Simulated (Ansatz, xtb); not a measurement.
Dissociation curve of B₂, triplet.

GFN1-xTB (xtb); ROCCSD(T) = CCSD(T) on ROHF/aug-cc-pVDZ, frozen core run with Ansatz (a quantum-chemistry and plane-wave program); ROMP2 = Ansatz with MP2 on ROHF/aug-cc-pVDZ, frozen core.

Total energies in hartree (comparable only within one method and basis):

| R / Å | GFN1-xTB | ROCCSD(T) | ROMP2 |
|---|---|---|---|
| 1.19 | -2.52661 | -49.05746 | -49.03128 |
| 1.32 | -2.59607 | -49.15429 | -49.12051 |
| 1.37 | -2.60591 | -49.17562 | -49.14136 |
| 1.44 | -2.60985 | -49.19486 | -49.15971 |
| 1.54 | -2.60240 | -49.23920 | -49.18575 |
| 1.58 | -2.59667 | -49.24659 | -49.19305 |
| 1.61 | -2.59169 | -49.25088 | -49.19727 |
| 1.64 | -2.58625 | -49.25425 | -49.20055 |
| 1.72 | -2.57029 | -49.25950 | -49.20561 |
| 1.76 | -2.56185 | -49.26050 | -49.20654 |
| 1.85 | -2.54269 | -49.25987 | -49.20589 |

The scan ran from 1.19 to 6.47 Å; beyond the distances shown full CI changes its symmetry label. The T1 diagnostic of CCSD on the restricted reference of ROCCSD(T), ROMP2 exceeds 0.045 at 1.19, 1.54 to 1.85 Å. At the minimum ROCCSD(T) lies far from FCI: another state is possible.
